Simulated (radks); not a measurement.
The numbers below are computed, except where a source is named.
Mean orbital radii <r> (bohr) of the chlorine ion Cl9+, [He] 2s2 2p4, at several levels of relativity; Dirac values are averaged over j with weights 2j + 1. Spin-unpolarised spherical Kohn-Sham, PBE, point nucleus unless stated (finite: rms radius 3.3654 fm), a radial shooting solver on a logarithmic mesh with Libxc functionals. A level marked "c x" has the speed of light scaled by that factor and shares open shells by 2j + 1; other Dirac levels either fill j = l - 1/2 first or share by 2j + 1.

[
 {"shell": "1s", "non-rel.": "0.09123", "Dirac, 2j+1 shares": "0.09078", "Dirac, low j first": "0.09078", "Dirac, c x 1.5": "0.09103", "change of magnitude, last against first (%)": "-0.22"},
 {"shell": "2s", "non-rel.": "0.4215", "Dirac, 2j+1 shares": "0.4194", "Dirac, low j first": "0.4194", "Dirac, c x 1.5": "0.4205", "change of magnitude, last against first (%)": "-0.22"},
 {"shell": "2p", "non-rel.": "0.3748", "Dirac, 2j+1 shares": "0.3741", "Dirac, low j first": "0.3741", "Dirac, c x 1.5": "0.3745", "change of magnitude, last against first (%)": "-0.09"},
 {"shell": "3s (empty)", "non-rel.": "1.088", "Dirac, 2j+1 shares": "1.084", "Dirac, low j first": "1.084", "Dirac, c x 1.5": "1.086", "change of magnitude, last against first (%)": "-0.15"},
 {"shell": "3p (empty)", "non-rel.": "1.084", "Dirac, 2j+1 shares": "1.083", "Dirac, low j first": "1.083", "Dirac, c x 1.5": "1.083", "change of magnitude, last against first (%)": "-0.06"}
]
